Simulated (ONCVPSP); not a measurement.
## Transferability test, ONCV potential for beryllium (Be)

```
Element                 : beryllium (Be)
Generator               : ONCVPSP 4.0.1
Type                    : optimised norm-conserving Vanderbilt (ONCV)
Functional              : revPBE
Relativity              : scalar-relativistic
Frozen core             : [He]
Valence charge          : 2
Reference configuration : 2s2
Partial waves           : 2s: rc 2.35 bohr, ncon 4, nbas 8, qcut 2.7 1/bohr, 2 projectors, debl 3.7 Ha; p scattering state at 0.11 Ha: rc 2.35 bohr, ncon 4, nbas 8, qcut 4.1 1/bohr, 3 projectors, debl 3 Ha
Local potential         : polynomial inside 1.50 bohr (lpopt 2, dvloc0 0 Ha)
Core correction         : polynomial model core, fcfact 0.75
```

In the p channel the program set the typed energies aside and used 0.050, 3.050, 6.050 Ha.

Energies are relative to the spin-unpolarised reference configuration 2s2; without spin polarisation the order of configurations can differ from experiment.

| valence configuration | charge | ΔE all-electron (eV) | error AE − PS (meV) |
| --- | --- | --- | --- |
| 2s1 | +1 | 9.558 | -11 |
| 2s0 2p2 | 0 | 7.316 | -36 |

Task: What are ΔE and the potential's error for 2s1 2p1?

Result: ΔE = 3.646 eV all-electron; the error (AE − PS) is -9.0 meV.

Task: What are ΔE and the potential's error for 2s1.5?

Result: ΔE = 3.764 eV all-electron; the error (AE − PS) is -1.4 meV.

Levels in the configuration 2s1:

| level | all-electron (eV) | pseudo (eV) |
| --- | --- | --- |
| 2s | -13.704 | -13.739 |
